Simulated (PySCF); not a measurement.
## Löwdin shares of the frontier orbitals

Compound: C6H13P.
Cartesian coordinates in Å at the GFN2-xTB level; atoms count from 1:
```xyz
20
C6H13P angstrom
C     -2.416    1.270    0.619
C     -1.897    0.151    0.147
P     -0.002   -0.053    0.022
C     -0.071   -0.443   -1.771
C     -0.016   -1.583    1.037
C      1.905    0.041    0.019
C      2.518    1.128    0.450
H     -1.766    2.077    0.935
H     -3.474    1.454    0.721
H     -2.566   -0.646   -0.163
H      0.054    1.267    0.558
H      0.795   -1.030   -2.067
H     -0.048    0.512   -2.298
H     -0.997   -0.960   -2.016
H      0.015   -1.266    2.080
H     -0.931   -2.146    0.866
H      0.862   -2.191    0.827
H      2.504   -0.791   -0.336
H      3.588    1.251    0.476
H      1.938    1.972    0.808
```

Computed, not measured: PySCF, TDDFT CAM-B3LYP/def2-SVPD, vertical, gas phase, core orbitals frozen in the response.

Frontier orbitals with the atoms that hold most of them (Löwdin shares over 4%, at most four atoms; ? is withheld):

```csv
orbital,ε (eV),atoms
LUMO+2,1.50,"C1 18%, C7 18%, C2 16%, C6 16%"
LUMO+1,1.39,"C5 15%, C4 15%, H16 6%, H12 6%"
LUMO,1.33,"C7 15%, C1 15%, C6 10%, C2 10%"
HOMO,-7.43,?
HOMO-1,-8.75,?
HOMO-2,-8.98,"C6 20%, C7 20%, C2 20%, C1 20%"
HOMO-3,-10.60,"P3 15%, C6 14%, C2 14%, C1 10%"
```

Q: Give the leading atoms of the HOMO-1.

A: C1 (bonded to C and 2 H) 20%; C7 (bonded to C and 2 H) 20%; C2 (bonded to C, P and H) 19%; C6 (bonded to C, P and H) 18%.

Q: Which atoms hold the HOMO, and with what shares?

A: P3 (bonded to 4 C and H) 21%; C2 (bonded to C, P and H) 20%; C6 (bonded to C, P and H) 20%; H11 (bonded to P) 9%. By element: carbon 40% or more, phosphorus 21%, hydrogen 9% or more.

Q: The HOMO–LUMO gap is 8.76 eV. Where does the response calculation put the lowest singlet, and from which orbitals?

A: S1 is at 5.36 eV (f = 0.0000), 3.40 eV below the gap, made of HOMO→LUMO+2 (95%). Its leading pair isn't HOMO and LUMO; the energies of that pair differ by 8.93 eV. Without the coupling terms of the response equations the lowest excitation would equal the gap.

Q: Give energy, strength and leading configuration of S2 and S3, and follow the Löwdin shares of the leading atoms from the occupied to the empty orbital.

A: 
- S2 (5.39 eV, f 0.012), HOMO→LUMO (92%): P3 21% → at most 10%, C2 20% → 10%, C7 at most 9% → 15%, C1 at most 9% → 15%
- S3 (6.19 eV, f 0.0004), HOMO→LUMO+1 (90%): P3 21% → at most 7%, C2 20% → at most 7%, C5 at most 9% → 15%, C4 at most 9% → 15%

Löwdin shares depend on the basis, the more so with diffuse functions.
